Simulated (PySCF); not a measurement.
Species: C5H10OSSi.
SMILES with atom numbers: `[CH:1]#[C:2][Si@H:3]([O:4][CH2:5][CH3:6])[S:7][CH3:8]` (hydrogens: H9 on C1; H10 on Si3; H11, H12 on C5; H13, H14, H15 on C6; H16, H17, H18 on C8)

The geometry is computed with GFN2-xTB (gas phase).

**Question.** What internal coordinates does the optimisation give?

**Answer.** 
| bond | length (pm) | order |
| --- | --- | --- |
| C1≡C2 | 120.3 | triple |
| C2–Si3 | 185.8 | single |
| Si3–O4 | 160.7 | single |
| O4–C5 | 139.9 | single |
| C5–C6 | 151.9 | single |
| Si3–S7 | 213.4 | single |
| S7–C8 | 181.8 | single |
| C1–H9 | 105.3 | single |
| Si3–H10 | 146.5 | single |
| C5–H11 | 109.6 | single |
| C5–H12 | 109.7 | single |
| C6–H13, C6–H14, C6–H15 | 108.7 | single |
| C8–H16, C8–H17, C8–H18 | 108.5 | single |

Bonds in one row agree within 1 pm and their mean is given. Orders are formal, as drawn. A selection of angles:
| angle | degrees |
| --- | --- |
| C1–C2–Si3 | 177.1 |
| C2–Si3–O4 | 112.9 |
| C2–Si3–S7 | 109.8 |
| O4–Si3–S7 | 102.6 |
| Si3–O4–C5 | 127.8 |
| O4–C5–C6 | 109.5 |
| Si3–S7–C8 | 97.5 |

Dihedral angles: C2–Si3–O4–C5 59° (synclinal); Si3–O4–C5–C6 -162° (antiperiplanar); C2–Si3–S7–C8 -58° (synclinal).

S7 (sulfur bonded to C and Si) is bent (angle 97.5°). Of the pairs four or more bonds apart, C2···H16 is among the closest relative to their van der Waals radii: 2.89 Å, 100 % of the sum of Bondi's values. O4 (silyl ether oxygen) is bent (angle 127.8°). The 2 C–C bonds span 1.203 Å (C1≡C2, drawn triple) to 1.519 Å (C5–C6, drawn single), a spread of 0.316 Å. Si3 (oxygen-bound silicon) is distorted tetrahedral (angles from 102.6° to 113.6°).

Point group: C1 (no symmetry element, even within 0.4 Å). GFN2-xTB frequencies: not computed here. One conformer, not necessarily the lowest.
